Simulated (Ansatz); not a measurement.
Ansatz (a first-principles code) input (B3LYP/6-31G* with LANL2DZ past Ar): The .json file joins the Basis Set Exchange's 6-31G* for atoms up to Ar and LANL2DZ past it.

Ansatz 0.2 input:
```yaml
crystal:
  periodic: [false, false, false]
  atoms:
    - {symbol: Si, position_ang: [0.11136000, -0.08220700, 1.48821600]}
    - {symbol: I, position_ang: [1.08590200, 1.75680100, -0.18246900]}
    - {symbol: I, position_ang: [-1.11531800, -1.73508600, -0.21064400]}
basis:
  gaussian:
    orbitals: 6-31Gs+LANL2DZ.json
hamiltonian:
  xc: {name: B3LYP}
total_charge: -1
magnetization: {spin_polarized: true, initial_magnetization: 1}
relax: {f_tol: 0.003, max_steps: 120}
```

Output:

```
Functional definition: B3LYP
integrals: 0.01 GiB planned
432 factors; integrals over basis functions are off by at most 2.0e-4 eV
mean field: 0.13 GiB planned
mean field evaluation 1: about -8499.9129 eV, gradient 4.9e0 eV
mean field evaluation 2: about -8500.0862 eV, gradient 2.7e0 eV
mean field evaluation 4: about -8500.1551 eV, gradient 3.2e-1 eV
mean field evaluation 8: about -8500.1753 eV, gradient 7.4e-3 eV
mean field evaluation 16: about -8500.1753 eV, gradient 1.7e-5 eV
mean field -8500.17531961 eV, -312.3756813698 hartree, gradient 1.7e-5 eV, S^2 0.753222; 0 other end points of the search recorded, 0 dependent functions left out
the calculation of the forces begins
reference -8500.17553253 eV, -312.3756891947 hartree; 15, 14 occupied and 20, 21 virtual orbitals, 432 factors
relax step   1: F+E_penalty+E_count = -8500.17531961 eV  Δ(F+E_penalty+E_count) = +0.000e0 eV  max|allowed force component| = 3.420e-1 eV/Å  Δτ_max = 0.0000 Å  (27 SCF iters, accepted)
these checks for a lower state are left out or cut short: starts, cluster_reference, orbital_swaps, neighbouring_geometries, increment
integrals: 0.01 GiB planned
432 factors; integrals over basis functions are off by at most 1.9e-4 eV
mean field: 0.13 GiB planned
mean field -8500.20223098 eV, -312.3766703446 hartree, gradient 1.4e-5 eV, S^2 0.753213; 0 other end points of the search recorded, 0 dependent functions left out
the calculation of the forces begins
reference -8500.20244401 eV, -312.3766781731 hartree; 15, 14 occupied and 20, 21 virtual orbitals, 432 factors
relax step   2: F+E_penalty+E_count = -8500.20223098 eV  Δ(F+E_penalty+E_count) = -2.691e-2 eV  max|allowed force component| = 1.082e-1 eV/Å  Δτ_max = 0.1077 Å  (29 SCF iters, accepted)
these checks for a lower state are left out or cut short: starts, cluster_reference, orbital_swaps, neighbouring_geometries, increment
integrals: 0.01 GiB planned
432 factors; integrals over basis functions are off by at most 1.9e-4 eV
mean field: 0.13 GiB planned
mean field evaluation 32: about -8500.2035 eV, gradient 5.9e-6 eV
mean field -8500.20346857 eV, -312.3767158251 hartree, gradient 5.9e-6 eV, S^2 0.753218; 0 other end points of the search recorded, 0 dependent functions left out
the calculation of the forces begins
reference -8500.20368215 eV, -312.3767236739 hartree; 15, 14 occupied and 20, 21 virtual orbitals, 432 factors
relax step   3: F+E_penalty+E_count = -8500.20346857 eV  Δ(F+E_penalty+E_count) = -1.238e-3 eV  max|allowed force component| = 2.115e-3 eV/Å  Δτ_max = 0.0186 Å  (26 SCF iters, accepted)
integrals: 0.01 GiB planned
432 factors; integrals over basis functions are off by at most 1.9e-4 eV
mean field: 0.13 GiB planned
mean field -8500.20346857 eV, -312.3767158251 hartree, gradient 5.9e-6 eV, S^2 0.753218; 1 other end points of the search recorded, 0 dependent functions left out
the calculation of the forces begins
reference -8500.20368215 eV, -312.3767236739 hartree; 15, 14 occupied and 20, 21 virtual orbitals, 432 factors
Total energy: -8500.20368215 eV, -312.3767236739 hartree
Atom 0 at     0.110392    -0.081493     1.475283 Å, force    -0.000158     0.000117    -0.002115 eV/Å
Atom 1 at     1.139653     1.840944    -0.175321 Å, force     0.000643     0.000837     0.001065 eV/Å
Atom 2 at    -1.168102    -1.819944    -0.204859 Å, force    -0.000485    -0.000954     0.001050 eV/Å
Dipole moment:    -0.005065     0.003739    -0.067683 e Å
```

The dipole moment of an ion depends on the origin.

The geometry given is a B3LYP-D3(BJ)/def2-TZVP minimum.
